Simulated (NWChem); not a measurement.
System: C₂H₂BrF; SMILES BrC(F)=C

The following NWChem deck was run.

```
start job
memory heap 200 mb stack 900 mb global 1100 mb
geometry units angstroms noautoz
  C     -1.210565     1.633514     0.000000
  C     -0.077865     0.942427     0.000000
  F      1.111551     1.511021     0.000000
  Br     0.030446    -0.931338     0.000000
  H     -2.174056     1.127657     0.000000
  H     -1.165198     2.724322     0.000000
end
basis spherical
  * library 6-31g*
end
dft
  xc b3lyp
  iterations 150
  mulliken
end
task dft energy
```

Geometry: optimised at PBE0/def2-SVP.

### Question
What results follow from this input? (B3LYP/6-31G* (spherical d).) Quantities: energy (Ha); highest occupied level (eV); orbital gap (eV); dipole (D).

### Answer
| Quantity | Result |
|---|---|
| energy (Ha) | -2751.09 |
| highest occupied level (eV) | -7.06 |
| orbital gap (eV) | 6.92 |
| dipole (D) | 1.19 |
